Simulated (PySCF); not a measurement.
**Electron correlation in S (sulfur, neutral)**

[Ne] 3s1 3p4 4s1, high-spin 5P determinant (an excited configuration). Calculation: PySCF 2.14, in x2c-QZVPPall with one added diffuse shell each of s, p, d, f type (10s7p5d3f1g, 86 functions); the spin-free X2C one-electron Hamiltonian (Gaussian nucleus). Frozen: 1s2; 14 electrons correlated.

MP2 pair energies summed by pair of shells (mhartree):

```
 pair   energy  share (%)
2p-2p  -106.83       36.2
3p-3p   -83.66       28.3
2s-2p   -31.79       10.8
2p-3p   -24.88        8.4
3p-4s   -16.97        5.7
3s-3p   -12.39        4.2
2s-2s    -6.33        2.1
2p-3s    -5.98        2.0
2s-3p    -4.34        1.5
2s-3s    -1.05        0.4
2p-4s    -0.80        0.3
3s-4s    -0.32        0.1
2s-4s    -0.10        0.0
```

Total MP2 correlation energy: -295.44 mhartree.

Same-spin part -89.46 and opposite-spin part -205.98 mhartree; SCS-MP2 scales them by 1/3 and 6/5 to -276.99 mhartree.

This basis was not built for core-valence correlation, so the inner-shell part is incomplete.
